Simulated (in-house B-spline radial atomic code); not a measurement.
## RPA and G0W0 on BLYP: the rhenium ion Re⁷⁺

Configuration [Xe] 4f14, mean-field start BLYP. Computed with an all-electron radial atomic-structure program (B-spline basis): all electrons, scalar-relativistic (spin-free one-electron X2C), finite nucleus, each spin shell either full or empty, empty states to l = 9 with an (l + 1/2)⁻⁴ tail; G0W0 by contour deformation at full frequency.

Without the two-electron picture change, the correlation of inner shells comes somewhat too large for so heavy an element.

Command:
```bash
python run_gw.py task.json out
```
Settings (radii: box in bohr, nucleus in fm):
```
Z                        75
electrons                68
configuration            [Xe] 4f14
hamiltonian              x2c
method                   b88,lyp
lmax                     9
rms_radius               5.3698
spin_polarised           False
box_radius               8.41
intervals                66
```

Cost of the run: 6.2 s on 1 thread of Arm Neoverse N1, with other jobs on the host.

Energies (hartree):

```tsv
term	value
mean-field total	-16683.84911
Hartree-Fock functional on these orbitals	-16677.73318
direct second order	-7.3022
second-order exchange	1.8091
SOSEX correction	1.689
```

**Question.** What is the RPA correlation energy, and what remains with SOSEX?

**Answer.** RPA gives -6.3236 hartree (-2.53 eV per electron); RPA + SOSEX gives -4.6346, and the second-order doubles -5.4931 hartree (no singles). SOSEX takes back 27 % of the RPA value.

Quasi-particle levels (eV):

```tsv
level	occupied	mean field	Σx - vxc	Σc	QP weight	G0W0
4f	yes	-137.98	-20.40	?	?	?
5p	yes	-138.39	-9.78	-0.79	0.966	-148.95
5d	no	-89.30	8.77	-2.03	0.976	-82.56
```

G0W0 = mean field + (Σx - vxc) + Σc, with Σc (partial-wave tail included) taken at the quasi-particle energy. Only the outer levels were computed. Levels of low weight are left out.

**Question.** Where does G0W0 put 4f?

**Answer.** At -153.73 eV, with Σc = 4.65 eV and a quasi-particle weight of 0.941.
